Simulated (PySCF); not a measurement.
Ligands exchanged one at a time, B F-SiH3. All species are isolated molecules in the gas phase. Strings in code marks are SMILES.

These are B3LYP-D3(BJ)/def2-TZVP (PySCF) values and carry that method's errors. All candidates: neutral, multiplicity 1. B3LYP has the VWN-RPA correlation part, as in Gaussian. Excitations are Tamm–Dancoff values on a coarser integration grid. The basis has no diffuse functions, so Rydberg states are missing or too high.

```
Quantity                                       Value
-------------------------------------------  -------
brightest of the four lowest singlets (TDA)  5.62 eV
S1 excitation (TDA)                          3.27 eV
dipole moment                                 0.10 D
```

Problem. Identify which member has these values.
(A) `FB(F)[SiH3]`
(B) `FB([SiH3])[SiH3]`
(C) `[SiH3]B([SiH3])[SiH3]`

Solution. C, `[SiH3]B([SiH3])[SiH3]`. The others give `FB(F)[SiH3]`: 7.81 eV, 6.62 eV, 0.98 D; `FB([SiH3])[SiH3]`: 6.18 eV, 3.65 eV, 0.28 D
